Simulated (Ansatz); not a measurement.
Total energies of C2H6BFSi, SMILES `C=C(F)B[SiH3]`.

```tsv
atom	x (Å)	y (Å)	z (Å)
C1	-1.861	0.855	1.064
C2	-0.614	0.505	0.739
F3	0.379	0.866	1.586
B4	-0.237	-0.276	-0.527
Si5	1.677	-0.756	-0.933
H6	-2.672	0.579	0.405
H7	-2.087	1.409	1.970
H8	-1.148	-0.571	-1.242
H9	1.829	-1.523	-2.199
H10	2.494	0.486	-1.041
H11	2.240	-1.575	0.178
```

Charge 0, multiplicity 1. All single points use the PBE0-D4/def2-TZVP geometry. It is one conformer, not always the lowest. Basis def2-TZVPP, the Gaussian-basis code of Ansatz.

RPA on PBE orbitals: Hartree–Fock energy of these orbitals -492.26323 Eh, correlation -1.34018 Eh (frozen core).

| functional | energy without D4 (Eh) | D4 term (kJ/mol) |
| --- | --- | --- |
| LDA (SPW92) | -491.19987 | – |
| PBE | -493.64002 | -20.1 |
| revPBE | -493.91551 | -62.5 |
| BLYP | -493.97813 | -44.3 |
| r2SCAN | -493.90352 | -5.0 |
| B97M-V | -493.94534 | – |
| PBE0 | -493.68507 | -16.9 |
| B3LYP | -494.07561 | -32.3 |
| r2SCANh | -493.89206 | -5.3 |
| r2SCAN0 | -493.87613 | -5.9 |
| HSE06 (plane-wave form) | -493.66765 | -15.8 |
| BHLYP | -493.94357 | -24.2 |
| CAM-B3LYP | -493.96017 | -17.2 |
| LC-ωPBE | -493.81319 | – |
| ωB97X-V | -493.93192 | – |
| ωB97M-V | -493.93413 | – |
| B2PLYP | -493.76446 | – |
| PBE-QIDH | -493.56732 | – |

B3LYP takes the VWN-RPA correlation (the form of Gaussian; ORCA's B3LYP/G). HSE06 is the plane-wave form, built on full-range PBE exchange. The double hybrids freeze the cores in their second-order part.

LC-ωPBE has ω = 0.4 bohr⁻¹.
